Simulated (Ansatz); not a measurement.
`[CH3][V]([CH3])([CH3])=[NH]` at its PBE0-D4/def2-TZVP geometry, where that method's forces vanish. Total charge 0; spin multiplicity 1.

| atom | x (Å) | y (Å) | z (Å) |
| --- | --- | --- | --- |
| C1 | -0.5792 | -0.1714 | -1.8591 |
| V2 | -0.0518 | 0.2344 | 0.0363 |
| C3 | -1.1411 | -0.7957 | 1.3733 |
| C4 | 1.9236 | 0.0343 | 0.3410 |
| N5 | -0.3906 | 1.7852 | 0.2769 |
| H6 | -0.3483 | -1.2322 | -2.0272 |
| H7 | -1.6471 | 0.0003 | -2.0152 |
| H8 | -0.0145 | 0.4428 | -2.5648 |
| H9 | -2.2101 | -0.6136 | 1.2395 |
| H10 | -0.9236 | -1.8586 | 1.2008 |
| H11 | -0.8607 | -0.5258 | 2.3946 |
| H12 | 2.1577 | -1.0277 | 0.1853 |
| H13 | 2.1982 | 0.3250 | 1.3579 |
| H14 | 2.4921 | 0.6423 | -0.3672 |
| H15 | -0.6049 | 2.7608 | 0.4280 |

(1) For each bond, give half the difference of the two atoms' forces along it (eV/Å; positive pushes the atoms apart) under PBE-D4, r2SCAN-D4, B3LYP-D4, ωB97M-V in def2-TZVPP. (Best estimate.)

## Answers

(1) The calculation gave: 
```json
{"bond": "C1–V2", "length (Å)": "2.009", "PBE-D4": "-0.12", "r2SCAN-D4": "-0.04", "B3LYP-D4": "0.07", "ωB97M-V": "0.05"}
{"bond": "C1–H6", "length (Å)": "1.099", "PBE-D4": "0.11", "r2SCAN-D4": "-0.02", "B3LYP-D4": "-0.07", "ωB97M-V": "-0.06"}
{"bond": "C1–H7", "length (Å)": "1.093", "PBE-D4": "0.09", "r2SCAN-D4": "-0.03", "B3LYP-D4": "-0.07", "ωB97M-V": "-0.05"}
{"bond": "C1–H8", "length (Å)": "1.093", "PBE-D4": "0.09", "r2SCAN-D4": "-0.03", "B3LYP-D4": "-0.07", "ωB97M-V": "-0.04"}
{"bond": "V2–C3", "length (Å)": "2.009", "PBE-D4": "-0.12", "r2SCAN-D4": "-0.03", "B3LYP-D4": "0.07", "ωB97M-V": "0.05"}
{"bond": "V2–C4", "length (Å)": "2.009", "PBE-D4": "-0.12", "r2SCAN-D4": "-0.03", "B3LYP-D4": "0.07", "ωB97M-V": "0.05"}
{"bond": "V2–N5", "length (Å)": "1.605", "PBE-D4": "0.96", "r2SCAN-D4": "0.75", "B3LYP-D4": "0.56", "ωB97M-V": "-0.12"}
{"bond": "C3–H9", "length (Å)": "1.093", "PBE-D4": "0.09", "r2SCAN-D4": "-0.03", "B3LYP-D4": "-0.08", "ωB97M-V": "-0.05"}
{"bond": "C3–H10", "length (Å)": "1.099", "PBE-D4": "0.11", "r2SCAN-D4": "-0.02", "B3LYP-D4": "-0.07", "ωB97M-V": "-0.06"}
{"bond": "C3–H11", "length (Å)": "1.093", "PBE-D4": "0.09", "r2SCAN-D4": "-0.03", "B3LYP-D4": "-0.07", "ωB97M-V": "-0.04"}
{"bond": "C4–H12", "length (Å)": "1.099", "PBE-D4": "0.11", "r2SCAN-D4": "-0.02", "B3LYP-D4": "-0.07", "ωB97M-V": "-0.06"}
{"bond": "C4–H13", "length (Å)": "1.093", "PBE-D4": "0.09", "r2SCAN-D4": "-0.03", "B3LYP-D4": "-0.08", "ωB97M-V": "-0.05"}
{"bond": "C4–H14", "length (Å)": "1.093", "PBE-D4": "0.09", "r2SCAN-D4": "-0.03", "B3LYP-D4": "-0.07", "ωB97M-V": "-0.05"}
{"bond": "N5–H15", "length (Å)": "1.010", "PBE-D4": "-0.21", "r2SCAN-D4": "-0.32", "B3LYP-D4": "-0.33", "ωB97M-V": "0.01"}
```

B3LYP here is the variant with VWN-RPA as its local correlation; programs differ in this.

Results of the Gaussian-basis code of Ansatz.
